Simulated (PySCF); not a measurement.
PySCF job for B(Br)3 cation (BBr3), SMILES BrB(Br)Br (connectivity only; charge and spin as stated), charge +1, multiplicity 2, PBE-D3(BJ)/def2-SVP. Geometry optimised at PBE-D3(BJ)/def2-SVP. The spin state was assumed, not searched. The isomer is the one that the SMILES or the coordinates give; other isomers of the formula were not compared.

```python
import numpy as np
from pyscf import gto, scf, dft, df
from pyscf.hessian import thermo

mol = gto.M(
    atom='''
    B     0.00000000    0.00000000    0.00000000
    Br    1.89468245   -0.00000000   -0.00000000
    Br   -0.94734123   -1.64084313   -0.00000000
    Br   -0.94734123    1.64084313   -0.00000000
    ''',
    basis='def2-SVP',
    charge=1,
    spin=1,
    max_memory=1600,
    verbose=3,
)
mf = dft.UKS(mol, xc='pbe').density_fit(auxbasis='def2-universal-jkfit')
mf.disp = 'd3bj'
mf.grids.level = 3
mf.conv_tol = 1e-11
mf.max_cycle = 100
mf.kernel()
fine, coarse = mf.grids, dft.Grids(mol).set(level=1).build(with_non0tab=True)
for _ in range(3):  # follow internal instabilities
    mf.grids = coarse
    mo, _, stable, _ = mf.stability(return_status=True, nroots=4)
    mf.grids = fine
    if stable:
        break
    mf.kernel(mf.make_rdm1(mo, mf.mo_occ))

# analytic Hessian; the response equations are solved on a coarser grid
h, args, fine = mf.Hessian(), (mf.mo_energy, mf.mo_coeff, mf.mo_occ), mf.grids
h.max_memory = max(150, 2.5e-5 * df.make_auxmol(mol, mf.with_df.auxbasis).nao * mol.nelec[0] * (mol.nelec[0] + mol.nao))  # MB; small integral blocks
h1ao = h.make_h1(mf.mo_coeff, mf.mo_occ)
mf.grids = dft.Grids(mol).set(level=1).build(with_non0tab=True)
mo1, mo_e1 = h.solve_mo1(*args, h1ao)
mf.grids = fine
hess = h.hess_elec(*args, mo1, mo_e1, h1ao) + h.hess_nuc()
if mf.do_disp():
    hess += h.get_dispersion()
for i in range(mol.natm):  # the analytic DFT Hessian lacks the response of the grid: restore translational invariance
    hess[i, i] -= hess[i].sum(axis=0)
hess = (hess + hess.transpose(1, 0, 3, 2)) / 2
vib = thermo.harmonic_analysis(mol, hess, imaginary_freq=False)
thermo.dump_normal_mode(mol, vib)
th = thermo.thermo(mf, vib['freq_au'][vib['freq_au'] > 0], 298.15, 101325)
thermo.dump_thermo(mol, th)
g0 = mf.nuc_grad_method().set(verbose=0).kernel()

# dipole derivatives [dipole axis, atom, xyz] from the same response
r, irp = mol.intor('int1e_r'), mol.intor('int1e_irp').reshape(3, 3, mol.nao, mol.nao)
sl, dm0, ok = mol.aoslice_by_atom(), np.array(mf.make_rdm1()), []
dmu = np.einsum('a,xt->xat', mol.atom_charges(), np.eye(3))
for a, (_, _, p0, p1) in enumerate(sl):
    dmu[:, a] += 2 * np.einsum('xtij,ij->xt', irp[:, :, :, p0:p1], dm0.reshape(-1, mol.nao, mol.nao).sum(0)[:, p0:p1])
    for u, c, occ, f in zip(mo1, mf.mo_coeff, mf.mo_occ, (2, 2)):
        dmu[:, a] -= f * np.einsum('tui,xuv,vi->xt', u[a], r, c[:, occ > 0], optimize=True)
L = vib['norm_mode']
ir = 974.8801 * (np.einsum('xat,kat->kx', dmu, L) ** 2).sum(1)       # km/mol
apt = np.einsum('xax->a', dmu) / 3
print('mode   freq/cm-1   IR/(km/mol)')
for k, w in enumerate(vib['freq_wavenumber']):
    print(f'{k + 1:4d} {w:11.2f} {ir[k]:13.3f}')
print('max |gradient| / (hartree/bohr):', abs(g0).max())
print('APT charges:', apt.round(4))
```

Output:

```

WARN: HOMO -0.283974607258361 >= LUMO -0.283974607258365

converged SCF energy = -7744.92007757927  <S^2> = 0.75115201  2S+1 = 2.0011517
<class 'pyscf.df.df_jk.DFUKS'> wavefunction is stable in the internal stability analysis

WARN: DFTD3 does not support analytical Hessian, using finite difference


WARN: Mole.unit (angstrom) is changed to Bohr

Mode                                 0                   1                   2
Irrep
Freq [cm^-1]                      102.8322            102.8328            278.2890
Reduced mass [au]                  62.2457             62.2466             79.9040
Force const [Dyne/A]                0.3878              0.3878              3.6460
Char temp [K]                     147.9527            147.9536            400.3959
Normal mode                   x     y     z       x     y     z       x     y     z
       0   B                 0.06 -0.02  0.00   -0.02 -0.06 -0.00   -0.00  0.00  0.00
       1  Br                 0.06  0.02 -0.00   -0.02  0.06  0.00   -0.06 -0.00 -0.00
       2  Br                -0.05  0.04 -0.00   -0.04 -0.05  0.00    0.03  0.06 -0.00
       3  Br                -0.01 -0.06 -0.00    0.06 -0.01  0.00    0.03 -0.06 -0.00
Mode                                 3                   4                   5
Irrep
Freq [cm^-1]                      341.4946            765.7715            765.7950
Reduced mass [au]                  11.2290             11.6952             11.6952
Force const [Dyne/A]                0.7715              4.0407              4.0409
Char temp [K]                     491.3347           1101.7746           1101.8085
Normal mode                   x     y     z       x     y     z       x     y     z
       0   B                -0.00  0.00  0.30   -0.29  0.00 -0.00    0.00  0.29 -0.00
       1  Br                 0.00  0.00 -0.01    0.03  0.00  0.00   -0.00  0.00  0.00
       2  Br                -0.00 -0.00 -0.01    0.01  0.01  0.00   -0.01 -0.02  0.00
       3  Br                -0.00  0.00 -0.01    0.01 -0.01  0.00    0.01 -0.02  0.00
temperature 298.1500 [K]
pressure 101325.00 [Pa]
Rotational constants [GHz] 1.17459 1.17459 0.58729
Symmetry number 6
Zero-point energy (ZPE) 0.00537 [Eh]   14098.081 [J/mol]
                           tot       elec      trans        rot        vib
Entropy [J/mol/K]       337.473      5.763    177.634    112.139     41.937
Cv [J/mol/K]             60.999      0.000     12.472     12.472     36.056
Cp [J/mol/K]             69.314      0.000     20.786     12.472     36.056
Internal energy [J/mol]                      3718.434   3718.434  20543.574
Internal energy [Eh]   -7744.90942  -7744.92008
Enthalpy [J/mol]                             6197.391   3718.434  20543.574
Enthalpy [Eh]          -7744.90848
Gibbs free energy [J/mol]                  -46764.122 -29715.915   8040.084
Gibbs free energy [Eh] -7744.94680
mode   freq/cm-1   IR/(km/mol)
   1      102.83         0.729
   2      102.83         0.729
   3      278.29         0.000
   4      341.49         0.550
   5      765.77         6.494
   6      765.80         6.494
max |gradient| / (hartree/bohr): 8.468067941844583e-05
APT charges: [0.2269 0.2578 0.2577 0.2577]
```

Self-consistency was reached.

Cost: very roughly 2.7 core-minutes.
